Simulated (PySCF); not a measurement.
Computed Raman spectrum (relative Raman activity) of a molecule C₂H₇ClOSi. Coordinates come from a B3LYP-D3(BJ)/def2-SVP optimisation. Other conformers were not sampled. Computed with B3LYP-D3(BJ)/def2-SVP in PySCF 2.14.0. Frequencies are harmonic and unscaled.

Lines under 2 % of the strongest are left out, and lines within 2 cm⁻¹ are merged.

```tsv
ν (cm⁻¹)	relative intensity
506	4.0
560	3.2
685	6.4
722	8.4
805	4.4
884	3.8
942	4.2
957	7.2
971	2.8
1090	2.5
1195	3.6
1285	2.9
1368	4.9
1403	2.8
1429	5.6
1492	7.9
2247	100
2255	43
2997	93
3031	78
3081	49
3094	35
3803	37
```

Task: Which structure fits?
(A) CC[Si@@H](O)Cl
(B) CO[Si@@H](C)Cl
(C) OCC[SiH2]Cl
(D) CCO[SiH2]Cl

Result: C, OCC[SiH2]Cl
